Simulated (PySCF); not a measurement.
**Unknowns**

Equivalent nuclei averaged, relativity neglected, no solvent, a single conformation. NMR shieldings at PBE0/pcSseg-1/GIAO; geometry from GFN2-xTB; PySCF 2.14.

References, each an isolated molecule treated in the same way: 1H, 13C against TMS. Splittings of carbon signals by F and P are missing where no couplings were computed. Where no couplings were computed, multiplicities follow the n + 1 count of equivalent neighbours, and m marks all less simple cases (inequivalent or close neighbours, rings, F or P nearby). Shifts are as computed. Against solution values, carbons near 30 ppm lie about +3 ppm off and those near 130 ppm about +5 ppm; carbons on Cl a further +6 ppm (rms about the fit 2.1 ppm; single classes can miss by 10 ppm). Of 1328 compounds with measured shifts, 309 miss one by over three times the rms of a fit or turn the order of signals round; such compounds aren't used in these exercises. Signals without a measured value on file couldn't be tested in this way; 1H shifts scatter by 0.2 ppm about their fit, and single ones miss by 0.5 ppm. Carbons bonded to Cl come out too deshielded.

Task: C4H5F3O. 1H NMR (400 MHz, computed): δ 3.07 (m, 2H), 2.43 (s, 3H). 13C{1H} NMR (computed): δ 202.3, 134.1, 53.8, 31.4. Identify the compound.

Result: `CC(=O)CC(F)(F)F`. The formula gives 1 degree of unsaturation (no ring in the answer). 4 carbon signals for 4 carbons: no two carbons are equivalent. Carbon types of the structure: 2 × C, 1 × CH2, 1 × CH3, which accounts for all hydrogens. δC 202.3: ketone carbonyl carbon; low-lying n→π* states of the double bond to the heteroatom give a large paramagnetic term (-264 ppm). δC 134.1: CF3 carbon; 3 electronegative neighbours deshield it. δC 31.4: methyl carbon α to a carbonyl; α to the electron-withdrawing carbonyl group. δH 2.43: hydrogen on a methyl carbon α to a carbonyl; α to C=O.

The data come from this structure; uniqueness wasn't tested.

Task: C5H6Cl2O. 1H NMR (400 MHz, computed): δ 6.88 (d, 1H), 6.57 (m, 1H), 6.22 (d, 1H), 5.10 (m, 1H), 5.06 (m, 1H), 4.64 (m, 1H). 13C{1H} NMR (computed): δ 157.1 (CH), 149.2 (CH), 116.8 (CH), 99.7 (CH2), 78.8 (CH). Identify the compound.

Result: `C=CO/C=C\C(Cl)Cl`. Rings plus π bonds: 2 (no ring in the answer). 5 carbon signals for 5 carbons: no two carbons are equivalent. Carbon types of the structure: 4 × CH, 1 × CH2, which accounts for all hydrogens. δC 157.1, 149.2: alkene carbon bearing oxygen; an sp2 carbon further deshielded by the attached heteroatom. δC 116.8, 99.7: β carbon of an enol-ether or enamine type C=C. δC 78.8: allylic sp3 CH bonded to 2 Cl; 2 electronegative neighbours deshield it. δH 5.10, 5.06, 4.64: hydrogen on a β carbon of an enol-ether or enamine type C=C; lone-pair donation from O or N shields it, upfield of ordinary alkene protons.

This is the structure that produced the data.

Task: C4H4O. 1H NMR (400 MHz, computed): δ 10.61 (s, 1H), 8.37 (t, 1H), 1.55 (m, 2H). 13C{1H} NMR (computed): δ 188.0 (CH), 139.3 (CH), 121.1 (C), 10.2 (CH2). What is it?

Result: `InChI=1S/C4H4O/c5-3-4-1-2-4/h1,3H,2H2`. Rings plus π bonds: 3 (1 ring in the answer). 4 carbon signals for 4 carbons: no two carbons are equivalent. Carbon types of the structure: 1 × C, 2 × CH, 1 × CH2, which accounts for all hydrogens. δC 188.0: aldehyde carbonyl carbon; low-lying n→π* states of the double bond to the heteroatom give a large paramagnetic term (-246 ppm). δC 139.3: β carbon of a C=C–C=O unit; conjugation with the carbonyl draws π density from the β position. δC 121.1: α carbon of a C=C–C=O unit; an sp2 carbon of a C=C bond. δH 10.61: hydrogen on an aldehyde carbonyl carbon; the C=O anisotropy and electron withdrawal place aldehyde protons far downfield.

The shifts were computed for this structure.

Task: C5H6Cl2O. 1H NMR (500 MHz, computed): δ 6.65 (s, 1H), 4.17 (s, 2H), 2.27 (s, 3H). 13C{1H} NMR (computed): δ 196.6 (C), 160.1 (C), 129.4 (CH), 57.2 (CH2), 35.6 (CH3). Identify the compound.

Result: `CC(=O)/C=C(\Cl)CCl`. The formula gives 2 degrees of unsaturation (no ring in the answer). 5 carbon signals for 5 carbons: no two carbons are equivalent. Carbon types of the structure: 2 × C, 1 × CH, 1 × CH2, 1 × CH3, which accounts for all hydrogens. δC 196.6: ketone carbonyl carbon; the double bond to the heteroatom, with no lone-pair donor beside it, deshields it most. δC 160.1: β carbon of a C=C–C=O unit; conjugation with the carbonyl draws π density from the β position. δC 129.4: α carbon of a C=C–C=O unit; the olefinic region. δC 35.6: methyl carbon α to a carbonyl; the adjacent C=O deshields it moderately.

The data come from this structure; uniqueness wasn't tested.
